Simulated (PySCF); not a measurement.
# Bond curve of CsP

Set-up: Cs def2-SVP with ECP46, P def2-SVP; scalar-relativistic core potentials (PySCF 2.14). Energies in eV from Cs + P in their ground configurations at the same level. State: ³Σ⁻ (triplet), unpaired electrons π ↑↑.

All columns are M06-2X. A positive dipole means Cs(−)P(+).

```
R (Å)  E (eV)   μ (D)  Mulliken charge on Cs (basis-dependent)  HOMO (eV)  LUMO (eV)  Mayer bond order  ⟨S²⟩
2.876  -0.846   -8.15                                     0.43      -4.05      -0.92              0.96  2.01
3.010  -1.101   -8.67                                     0.45      -4.02      -0.98              0.94  2.01
3.143  -1.234   -9.14                                     0.46      -3.96      -1.03              0.92  2.01
3.244  -1.278   -9.47                                     0.47      -3.91      -1.08              0.91  2.01
3.344  -1.283   -9.78                                     0.47      -3.85      -1.14              0.90  2.01
3.444  -1.264  -10.06                                     0.47      -3.79      -1.20              0.89  2.02
3.578  -1.207  -10.42                                     0.47      -3.70      -1.29              0.89  2.02
3.745  -1.105  -10.78                                     0.46      -3.60      -1.42              0.88  2.03
3.946  -0.961  -11.01                                     0.43      -3.49      -1.62              0.88  2.06
4.213  -0.768   -8.86                                     0.31      -3.56      -2.33              0.80  2.26
```

A fit through these points gives, at Re = 3.314 Å, μ = -9.69 D and dμ/dR = -3.03 D/Å; the reduced mass is 25.12 u.

Task: How strong is the fundamental in the double-harmonic approximation, I = 42.26·(dμ/dR)²/μred km/mol?

Result: I = 42.26·(-3.03)²/25.12 = 15.4 km/mol at M06-2X.

⟨S²⟩ of the unrestricted solution departs from its pure value on part of the curve, where spin states mix. Spin–orbit coupling is left out, which matters for elements this heavy, above all for dissociation energies. The state is the lowest determinant that a PBE0 search found; another state may lie lower at other levels.
